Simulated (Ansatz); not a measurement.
Coupled-cluster diagnostics for SnH2Me(SiH3) (CH₈SiSn), Ansatz.

Geometry of the singlet (r2SCAN-D4/def2-SVP):

```
atom   x (Å)   y (Å)   z (Å)
 Sn1   0.606   0.705  -0.041
  H2   1.810   1.065   1.133
  H3   0.916   1.683  -1.422
  C4  -1.331   1.230   0.762
  H5  -1.340   2.295   1.038
  H6  -1.548   0.629   1.657
  H7  -2.114   1.051   0.011
 Si8   0.732  -1.782  -0.686
  H9   0.552  -2.649   0.520
 H10   2.057  -2.101  -1.301
 H11  -0.339  -2.126  -1.672
```

In the def2 sets Sn takes a core potential; there is no spin–orbit coupling. Correlated methods freeze 10 core orbitals; core or outer-core shells of Sn are correlated, in sets that lack core-valence functions.

Q: Estimate the CCSD(T) correlation energy, the shares of MP2 and (T), T1 and the reference's ⟨S²⟩ for: charge 0, singlet, own geometry in def2-TZVPP; and the rough time on 4 threads of Intel Xeon on a shared host.

A: 
```
                          state       basis  correlation (eV)  MP2 share (%)  (T) share (%)     T1  ⟨S²⟩ (pure)  wall time
charge 0, singlet, own geometry  def2-TZVPP           -19.537           90.8            3.1  0.012  0.00 (0.00)    5.7 min
```
Customary marks for T1 are 0.02 (closed shells), 0.045 (open shells) and about 0.05 (3d metals). T1 stays under 0.02 throughout.
